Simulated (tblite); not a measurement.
Compound: C8H10BF.
Atom-mapped SMILES: `[CH:1]#[C:2][C@H:3]([BH:4][F:5])[CH2:6][CH:7]=[C:8]=[CH:9][CH3:10]` (hydrogens: H11 on C1; H12 on C3; H13 on B4; H14, H15 on C6; H16 on C7; H17 on C9; H18, H19, H20 on C10)

Computed with GFN2-xTB (tblite), gas phase: L-BFGS steps from a force-field or distance-geometry start until the largest atomic force falls under 0.01 eV/Å.

Step 176: E = -764.5673 eV
```
atom  x, y, z in Å  |  force x, y, z in eV/Å
C1      3.5492    2.1628   -0.5895   -0.042  -0.013   0.004
C2      2.7677    1.3575   -0.1702    0.047  -0.003   0.004
C3      1.8370    0.3502    0.3179   -0.004   0.038  -0.030
B4      2.6704   -1.0057    0.3862    0.017   0.011  -0.005
F5      3.1089   -1.4367    1.5476   -0.007   0.017  -0.021
C6      0.6086    0.2851   -0.6183   -0.007   0.015  -0.021
C7     -0.3404   -0.7724   -0.1305    0.007   0.011  -0.002
C8     -1.5350   -0.5404    0.3191    0.011  -0.015  -0.015
C9     -2.7360   -0.3134    0.7529   -0.009   0.021  -0.008
C10    -3.9692   -0.3491   -0.0985   -0.056  -0.033  -0.036
H11     4.2088    2.8951   -0.9503   -0.012  -0.016   0.013
H12     1.4960    0.6648    1.3112    0.009  -0.004   0.004
H13     2.9713   -1.6339   -0.5594   -0.002  -0.019   0.003
H14     0.9399    0.0464   -1.6330    0.017  -0.038   0.034
H15     0.1120    1.2568   -0.6448   -0.017   0.005   0.025
H16     0.0572   -1.7815   -0.1233    0.009  -0.005  -0.008
H17    -2.8901   -0.0929    1.8023   -0.031  -0.009   0.017
H18    -4.5419    0.5705    0.0206    0.030  -0.004   0.013
H19    -3.7119   -0.4706   -1.1490   -0.003  -0.014   0.045
H20    -4.6075   -1.1817    0.2062    0.042   0.054  -0.017
```

Step 177: E = -764.5682 eV
```
atom  x, y, z in Å  |  force x, y, z in eV/Å
C1      3.5476    2.1570   -0.5961   -0.047  -0.007   0.004
C2      2.7648    1.3572   -0.1684    0.053  -0.003  -0.010
C3      1.8361    0.3500    0.3239    0.001   0.039  -0.024
B4      2.6784   -1.0006    0.3841    0.020  -0.014   0.031
F5      3.1403   -1.4247    1.5405   -0.025   0.037  -0.066
C6      0.6037    0.2847   -0.6069    0.004   0.020  -0.018
C7     -0.3416   -0.7772   -0.1230    0.005   0.002  -0.003
C8     -1.5371   -0.5473    0.3245    0.015  -0.032  -0.020
C9     -2.7401   -0.3221    0.7533   -0.018   0.028  -0.009
C10    -3.9681   -0.3452   -0.1064   -0.048  -0.011  -0.021
H11     4.2042    2.8889   -0.9629   -0.008  -0.015   0.015
H12     1.5021    0.6653    1.3195    0.001  -0.017  -0.005
H13     2.9663   -1.6313   -0.5644    0.000  -0.013   0.013
H14     0.9301    0.0506   -1.6243    0.027  -0.029   0.037
H15     0.1033    1.2547   -0.6271   -0.010   0.005   0.023
H16     0.0569   -1.7862   -0.1228    0.005   0.002  -0.004
H17    -2.8993   -0.1072    1.8028   -0.036  -0.007   0.024
H18    -4.5256    0.5851    0.0055    0.028  -0.017   0.003
H19    -3.7056   -0.4760   -1.1544   -0.006  -0.013   0.048
H20    -4.6215   -1.1649    0.1998    0.037   0.044  -0.018
```

Q: Estimate the geometry and energy of step 178. (The exact step hangs on the optimiser's Hessian estimate; all steps are aligned on step 177, rigid shifts and turns removed.)

A: E = -764.5690 eV, largest force 0.045 eV/Å
```
atom  x, y, z in Å  |  force x, y, z in eV/Å
C1      3.5445    2.1540   -0.6044   -0.036   0.010   0.000
C2      2.7635    1.3571   -0.1689    0.035  -0.005  -0.021
C3      1.8356    0.3521    0.3276    0.000   0.030  -0.016
B4      2.6826   -0.9955    0.3836   -0.012  -0.014   0.005
F5      3.1522   -1.4164    1.5367    0.000   0.022  -0.017
C6      0.5994    0.2844   -0.5979    0.011   0.020  -0.006
C7     -0.3413   -0.7826   -0.1171    0.013  -0.009  -0.011
C8     -1.5370   -0.5562    0.3309   -0.017  -0.033  -0.010
C9     -2.7419   -0.3330    0.7553   -0.013   0.025   0.002
C10    -3.9644   -0.3402   -0.1128   -0.022   0.016   0.006
H11     4.1987    2.8855   -0.9753    0.005  -0.006   0.010
H12     1.5078    0.6696    1.3245   -0.007  -0.027  -0.006
H13     2.9644   -1.6288   -0.5645    0.003  -0.011   0.001
H14     0.9225    0.0526   -1.6165    0.033  -0.015   0.026
H15     0.0940    1.2518   -0.6124   -0.001   0.009   0.015
H16     0.0570   -1.7916   -0.1272    0.007   0.004   0.001
H17    -2.9089   -0.1286    1.8060   -0.026  -0.004   0.015
H18    -4.5038    0.6015   -0.0055    0.015  -0.025  -0.011
H19    -3.6966   -0.4789   -1.1578   -0.010  -0.011   0.031
H20    -4.6334   -1.1460    0.1930    0.020   0.025  -0.016
```

The energy changes by -0.0008 eV. The first-order estimate −F·Δx gives -0.0013 eV and the mean of the old and new forces, exact on a quadratic surface, -0.0008 eV. The step makes an angle of 83° with the force vector and moves no atom by more than 0.029 Å.

The cost below is that of the whole relaxation. Hardware: Arm Neoverse N1, one thread, shared host. Cost: 3.0 s.
